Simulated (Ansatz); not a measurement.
Te₄. The state is a singlet with charge 0. Geometry PBE-D4/def2-SVP.

```
atom   x (Å)   y (Å)   z (Å)
 Te1  -0.409   0.170   1.337
 Te2  -1.658  -1.081  -2.674
 Te3   0.409  -0.172  -1.336
 Te4   1.658   1.083   2.673
```

In the def2 sets Te takes a core potential; there is no spin–orbit coupling. The restricted singlet is unstable towards broken spin symmetry at other levels; at PBE-D4/def2-TZVP, r2SCAN-D4/def2-TZVP, B97M-V/def2-TZVP, PBE0-D4/def2-TZVP this wasn't settled. Another isomer (singlet) lies 0.64 eV lower at PBE0-D4/def2-TZVP; other spin states weren't run for this one.

Task: Estimate the orbital energies around the gap (eV) in Ansatz with PBE-D4/def2-TZVP, r2SCAN-D4/def2-TZVP, B97M-V/def2-TZVP, PBE0-D4/def2-TZVP.

Result: 
| orbital | PBE-D4/def2-TZVP | r2SCAN-D4/def2-TZVP | B97M-V/def2-TZVP | PBE0-D4/def2-TZVP |
| --- | --- | --- | --- | --- |
| HOMO−9 | -14.62 | -15.13 | -14.78 | -16.26 |
| HOMO−8 | -13.87 | -14.31 | -13.91 | -15.38 |
| HOMO−7 | -8.86 | -9.24 | -9.08 | -10.02 |
| HOMO−6 | -8.41 | -8.75 | -8.57 | -9.49 |
| HOMO−5 | -7.58 | -7.94 | -7.75 | -8.74 |
| HOMO−4 | -7.50 | -7.81 | -7.66 | -8.51 |
| HOMO−3 | -6.67 | -6.98 | -6.78 | -7.67 |
| HOMO−2 | -6.02 | -6.27 | -6.14 | -7.00 |
| HOMO−1 | -5.34 | -5.56 | -5.49 | -6.21 |
| HOMO | -5.24 | -5.45 | -5.27 | -5.88 |
| LUMO | -4.76 | -4.92 | -4.77 | -4.58 |
| LUMO+1 | -3.53 | -3.53 | -3.33 | -3.04 |
| LUMO+2 | -2.78 | -2.68 | -2.50 | -2.12 |
| LUMO+3 | -2.35 | -2.19 | -2.06 | -1.64 |
| LUMO+4 | 1.47 | 1.97 | 1.67 | 2.16 |
| LUMO+5 | 2.10 | 2.68 | 2.29 | 2.78 |
